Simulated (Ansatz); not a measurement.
Species: CHO (charge +1, singlet). It need not be the lowest isomer of its formula. 
Structure (B3LYP-D3(BJ)/def2-TZVP (Ansatz, an electronic-structure program) minimum search):
```
O
C 1 1.1538
H 1 0.9970 2 180.00
```
Charge +1, spin multiplicity 1.

Basis-set convergence of Hartree-Fock and MP2 correlation energies (hartree) with Ansatz. Cores are frozen in the correlated levels unless marked. No spin-orbit coupling. Non-relativistic.

```tsv
basis	functions	E(HF)	E(corr, MP2)
def2-SVPD	51	-112.82919	-0.28280
def2-TZVPPD	94	-112.96523	-0.33968
def2-QZVPPD	162	-112.97015	-0.36473
```

Extrapolating the two largest sets (X = 3 and 4) as X^-3: E(corr) = (64·(-0.36473) - 27·(-0.33968))/37 = -0.3830 Eh, an estimate of the basis-set limit. The largest set recovers 95.2 % of it, the smallest 73.8 %.
